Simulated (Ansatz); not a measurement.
Abridged output of a molecular run in Ansatz:

```
Functional definition: HF
1359 factors; integrals over basis functions are off by at most 9.1e-4 eV
mean field evaluation 1: about -80579.6938 eV, gradient 4.9e1 eV
mean field evaluation 2: about -80579.8592 eV, gradient 4.9e1 eV
mean field evaluation 4: about -80584.1157 eV, gradient 2.4e0 eV
mean field evaluation 8: about -80584.1624 eV, gradient 3.4e-1 eV
mean field -80584.16278670 eV, -2961.4133605038 hartree, gradient 4.4e-6 eV, S^2 0.000000; 0 other end points of the search recorded, 0 dependent functions left out
15 core orbitals not correlated: weight in the atoms' cores, before any rotation towards them, 1.000 or more for the frozen orbitals, at most 0.000 for the correlated occupied ones
reference -80584.16278670 eV, -2961.4133605038 hartree; 23, 23 occupied and 150, 150 virtual orbitals, 1359 factors
second order -29.57282941 eV of doubles, -0.00000000 eV of singles
cycle   1  -28.81742720 eV  change    7.6e-1 eV  update   1.2e-1
cycle   2  -29.46636804 eV  change   -6.5e-1 eV  update   3.8e-2
cycle   3  -29.61764538 eV  change   -1.5e-1 eV  update   2.0e-2
cycle   4  -29.59888817 eV  change    1.9e-2 eV  update   5.2e-3
cycle   5  -29.59311061 eV  change    5.8e-3 eV  update   2.0e-3
cycle   6  -29.59443961 eV  change   -1.3e-3 eV  update   7.0e-4
cycle   7  -29.59441103 eV  change    2.9e-5 eV  update   2.4e-4
cycle   8  -29.59425141 eV  change    1.6e-4 eV  update   8.6e-5
cycle   9  -29.59427148 eV  change   -2.0e-5 eV  update   3.0e-5
perturbative correction -0.95833563 eV, -0.0352181849 hartree
Total energy: -80614.71539382 eV, -2962.5361481061 hartree
```

Its atoms:

Cartesian coordinates in Å:
```
O -0.8866 -0.9347 0.9092
Sn -0.0925 0.3353 -0.3167
F 0.7292 1.6788 0.7632
Br 1.7723 -0.7121 -1.5135
H -0.2460 -1.4042 1.4506
H -1.2763 1.0369 -1.2928
```

Question: Which basis set was used?
A. def2-TZVPP
B. def2-QZVPP
C. cc-pV(D+d)Z
D. def2-TZVPPD

Answer: A. It gives 188 functions.

Question: Write the keys of the input that set method, charge and spin (a neutral closed shell needs none for the last two).

Answer: 
```yaml
correlation: {method: ccsd_t}
```
